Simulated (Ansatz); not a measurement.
XCu4 (charge +1): gap (eV) at several levels, gas phase, relaxed structures; Ansatz. Clusters are the lowest isomers that short searches found in that spin, judged at the geometry's level. Core potentials for Y, Zr in the def2 sets, no spin–orbit coupling. HOMO and LUMO are taken over both spins. The structures are stationary points that may keep the symmetry of their start. Remarks come from the PBE and PBE0 runs and from stability tests at other levels; not every state was tested.

| species | state | geometry | LDA (SPW92)/def2-TZVP | PBE-D4/def2-SVP | PBE-D4/def2-TZVP | r2SCAN-D4/def2-TZVP | PBE0-D4/def2-TZVP | remarks |
| --- | --- | --- | --- | --- | --- | --- | --- | --- |
| Cu4O⁺ | doublet | B3LYP-D4/def2-SVP | 0.48 | 0.57 | 0.59 | 0.93 | 2.66 | – |
| ZrCu4⁺ | doublet | PBE-D4/def2-SVP | 0.41 | 0.53 | 0.58 | 0.87 | 2.17 | quartet lower at PBE0, spin-contaminated (⟨S²⟩ up to 1.08) |
| YCu4⁺ | singlet | r2SCAN-D4/def2-SVP | 0.53 | 0.47 | 0.56 | 0.82 | 1.86 | restricted SCF unstable in HF |

Over the 3 species that have every level, the mean is 0.47 at LDA (SPW92)/def2-TZVP, 0.52 at PBE-D4/def2-SVP, 0.58 at PBE-D4/def2-TZVP, 0.88 at r2SCAN-D4/def2-TZVP, 2.23 at PBE0-D4/def2-TZVP. Orbital gaps grow with the share of exact exchange and aren't one observable across functionals.
